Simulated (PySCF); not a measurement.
## Static response to an electric field

C9H9F.
Cartesian coordinates in Å at the PBE0-D3(BJ)/def2-SVP level; atoms count from 1:
```xyz
19
C9H9F angstrom
F      4.0188    0.8681   -0.0343
C      2.7333    0.5176   -0.0958
C      1.8247    1.1085    0.7741
C      0.4841    0.7431    0.7033
C      0.0338   -0.2061   -0.2252
C     -1.3949   -0.6050   -0.3221
C     -2.2730   -0.6841    0.9005
C     -2.5031    0.3941   -0.1053
C      0.9793   -0.7822   -1.0822
C      2.3257   -0.4287   -1.0257
H      2.1781    1.8474    1.4957
H     -0.2223    1.2146    1.3917
H     -1.5832   -1.3607   -1.0902
H     -2.9909   -1.5061    0.9618
H     -1.8190   -0.4144    1.8583
H     -2.2088    1.4162    0.1501
H     -3.3824    0.3302   -0.7515
H      0.6544   -1.5263   -1.8141
H      3.0632   -0.8770   -1.6939
```

Level: CAM-B3LYP/def2-SVPD (PySCF), static field, nuclei fixed, core orbitals frozen in the response. The polarisability tensor in these axes (au):

```
x   132.30   7.15  -7.25
y     7.15  85.16  15.17
z    -7.25  15.17  88.00
```

Question: What are the eigenvalues, a third of the trace, and Δα (Δα² = ½Σ(αi − αj)² over the three pairs)?

Answer: Principal values 69.70, 101.81 and 133.96 au; mean 101.82 au = 15.09 Å³ = 16.79 × 10⁻⁴⁰ C²·m²/J; Δα = 55.66 au (55 % of the mean).

Question: What is the dipole moment, and where does it point?

Answer: (-2.09, -0.54, -0.09) D, 2.16 D in size, pointing from the negative to the positive side. Measured along this direction, the outermost atoms are F1 at the negative end and H14 and H17 at the positive end.

Question: Find the Langevin capture rate constant for H3+ (3.023 u) meeting this molecule (136.069 u), k = 2.342 × 10⁻⁹ cm³/s × √(α in Å³ / reduced mass in u).

Answer: The reduced mass is 2.96 u, so k = 5.29 × 10⁻⁹ cm³/s. The formula leaves out the permanent dipole, which adds to the capture rate.

Question: Estimate the molar refractivity from the static electronic polarisability.

Answer: Lorentz–Lorenz: R = (4π/3)N_A α = 2.5225 cm³/(mol·Å³) × 15.09 Å³ = 38.1 cm³/mol, in the limit of long wavelengths.

Question: What depolarisation ratio follows for Rayleigh scattering of linearly polarised light, taking the static tensor?

Answer: ρ = 3Δα²/(45ᾱ² + 4Δα²) = 9292.5/(466534 + 12390.0) = 0.0194.

Question: How large is μ²/3kT at 400 K beside α?

Answer: In Gaussian units μ²/3kT = 28.10 Å³ against 15.09 Å³, a ratio of 1.86; the Debye molar polarisation (4π/3)N_A(α + μ²/3kT) is 108.9 cm³/mol, leaving out the vibrational part.

Question: Form Σ f/ω² (atomic units) for the 10 lowest TDDFT singlets, given as eV and f, and set it beside the mean polarisability, which is this sum over all singlets: 5.16, 0.0234; 5.90, 0.1096; 6.74, 0.0029; 6.88, 0.7850; 6.97, 0.3734; 7.00, 0.0005; 7.19, 0.0134; 7.53, 0.0006; 7.54, 0.0002; 7.64, 0.0126.

Answer: They add up to 21.36 au, 21.0 % of the 101.82 au; the largest single term is 12.28 au, from the state at 6.88 eV. Terms in order: 0.65, 2.33, 0.05, 12.28, 5.68, 0.01, 0.19, 0.01, 0.00, 0.16 au. Higher excitations give the rest. The strengths listed sum to 1.322.

One conformer (not necessarily the lowest) at the PBE0-D3(BJ)/def2-SVP geometry, without solvent, vibrations or thermal averaging.
